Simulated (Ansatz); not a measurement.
The cluster Ga₇. The state is a doublet with charge 0. Geometry PBE0-D4/def2-SVPD, that of the charge -1 singlet; atoms count from 1.

```tsv
atom	x (Å)	y (Å)	z (Å)
Ga1	1.610	-1.081	1.223
Ga2	-1.658	2.021	-0.164
Ga3	1.148	1.375	0.457
Ga4	-1.539	-0.902	-0.496
Ga5	-0.769	-0.098	1.677
Ga6	0.378	0.575	-1.717
Ga7	0.831	-1.890	-0.981
```

The structure comes from a short search, and lower isomers may exist.

Question: Estimate the Mulliken populations from the PBE/def2-SVP orbitals of Ansatz.

Answer: 
```
atom  charge (e)  spin (α − β)
 Ga1        0.04          0.13
 Ga2        0.10          0.42
 Ga3       -0.04          0.08
 Ga4       -0.04          0.08
 Ga5       -0.04          0.08
 Ga6       -0.04          0.08
 Ga7        0.03          0.13
```
Mulliken values and Mayer orders depend strongly on the basis.

Question: Where does the spin sit?

Answer: Summed by element: Ga 1.00, of 1 unpaired in all. Largest on single atoms: Ga2 0.42, Ga1 0.13, Ga7 0.13.

Question: And the Mayer bond orders between bonded heavy atoms (over 0.3)?

Answer: Ga1–Ga3 0.58 (2.61 Å); Ga1–Ga5 0.58 (2.61 Å); Ga1–Ga7 0.74 (2.47 Å); Ga2–Ga3 0.36 (2.95 Å); Ga2–Ga4 0.36 (2.94 Å); Ga2–Ga5 0.36 (2.94 Å); Ga2–Ga6 0.36 (2.94 Å); Ga3–Ga5 0.41 (2.71 Å); Ga3–Ga6 0.71 (2.44 Å); Ga4–Ga5 0.72 (2.44 Å); Ga4–Ga6 0.41 (2.71 Å); Ga4–Ga7 0.58 (2.61 Å); Ga6–Ga7 0.58 (2.61 Å). Values over 0.3 also appear between atoms too far apart for a bond (Ga3–Ga4 0.34 at 3.65 Å; Ga5–Ga6 0.34 at 3.65 Å); they arise where an orbital or an unpaired electron spreads over both atoms.
